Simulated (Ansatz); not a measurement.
`[SiH3][BH][GeH2][Cl]` → `[BH2][GeH2][Cl]` + `[SiH2]` at 298.15 K and 1 bar (silylene loss).

Program: Ansatz. Geometries: PBE0-D4/def2-TZVP. ΔE: electronic, gas phase. CCSD(T)/CBS is the MP2 limit (def2-TZVPP, def2-QZVPP) plus CCSD(T) − MP2 in def2-TZVPP, frozen cores. This one scheme is used for every species. For Ge outer-core shells are correlated without core-valence functions, which leaves a few kJ/mol of doubt a bond. Scalar relativity is left out up to krypton. Each species was taken in one conformer, which may not be the lowest.

```csv
species,CCSD(T)/CBS energy (Eh),H − E (kJ/mol),S (J/(mol·K))
`[SiH3][BH][GeH2][Cl]`,-2853.36466,163.6,385.3
`[BH2][GeH2][Cl]`,-2563.08808,113.5,317.1
`[SiH2]`,-290.19011,40.6,207.5
```

H − E and S are ideal-gas, rigid-rotor, harmonic terms from PBE0-D4/def2-TZVP, for one conformer and one mirror image of each species. 1 Eh = 2625.50 kJ/mol, R = 8.31446 J/(mol·K).

Question: By hand: ΔE, ΔH, ΔS and ΔG.

Answer: ΔE = (-2563.08808) + (-290.19011) − (-2853.36466) = 0.08647 Eh = 227.0 kJ/mol. Δ(H − E) = 113.5 + 40.6 − 163.6 = -9.5, so ΔH = 217.5 kJ/mol. ΔS = 317.1 + 207.5 − 385.3 = 139.3 J/(mol·K). ΔG = 217.5 − 298.15 × (139.3)/1000 = 176.0 kJ/mol.

Question: By hand: the equilibrium constant, and the temperature at which ΔG would vanish if ΔH and ΔS stayed fixed.

Answer: log₁₀ K = −ΔG/(RT ln 10) = -30.8. ΔG = 0 at ΔH/ΔS = 1561 K.

The number of gas molecules changes by +1, which sets the sign of ΔS. A doubt of 5 kJ/mol in ΔE shifts log₁₀ K by 0.9 here. Other conformers and mirror images would add mixing entropy, several J/(mol·K) or more a flexible species. Modes under 60 cm⁻¹, often nearly free rotors, make the harmonic entropy too high. These are equilibria of isolated gas molecules and say nothing of rates. Largest T1 diagnostic: 0.014 (customary marks: 0.02 for closed shells, 0.045 for open ones).
